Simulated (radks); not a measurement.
Results of a calculation; reference values are marked as such.
Species: Cl8+. Configuration: [He] 2s2 2p5. Code: a radial shooting solver on a logarithmic mesh with Libxc functionals. Model: scalar-relativistic Kohn-Sham, r2SCAN, spin-polarised, spherical densities, finite nucleus; open shells are filled with parallel spins first; meta-GGA in the generalised Kohn-Sham scheme; Fermi nuclear charge, rms radius 3.3654 fm.

Normalised radial functions P(r) = r R(r), r in bohr:

r,1s up,1s down,2p up
0.004858,0.6236,0.6241,0.0040
0.005886,0.7415,0.7420,0.0057
0.00719,0.8845,0.8851,0.0084
0.008711,1.0428,1.0436,0.0121
0.01064,1.2308,1.2317,0.0176
0.013,1.4422,1.4433,0.0256
0.01575,1.6655,1.6667,0.0366
0.01923,1.9147,1.9161,0.0529
0.02349,2.1729,2.1744,0.0759
0.02846,2.4173,2.4190,0.1067
0.03477,2.6511,2.6529,0.1507
0.04246,2.8408,2.8427,0.2107
0.05145,2.9565,2.9583,0.2870
0.06284,2.9810,2.9826,0.3900
0.07614,2.8908,2.8919,0.5143
0.093,2.6666,2.6672,0.6710
0.1136,2.3165,2.3162,0.8528
0.1376,1.8897,1.8888,1.0432
0.1681,1.4027,1.4012,1.2416
0.2053,0.9378,0.9354,1.4148
0.2488,0.5671,0.5644,1.5287
0.3039,0.2894,0.2879,1.5611
0.3712,0.1228,0.1222,1.4839
0.4497,0.0437,0.0435,1.3056
0.5493,0.0115,0.0114,1.0359
0.6656,0.0024,0.0024,0.7411
0.8129,0.0003,0.0003,0.4537
0.9929,0.0000,0.0000,0.2331
1.203,0.0000,0.0000,0.1007
1.469,0.0000,0.0000,0.0327

1s up: eigenvalue -2976.9 eV, 0 radial nodes, <r> = 0.0909 bohr, 90 % of the charge inside 0.162 bohr. 1s down: eigenvalue -2973.8 eV, 0 radial nodes, <r> = 0.0908 bohr, 90 % of the charge inside 0.162 bohr. 2p up: eigenvalue -382.90 eV, 0 radial nodes, <r> = 0.385 bohr, 90 % of the charge inside 0.632 bohr.
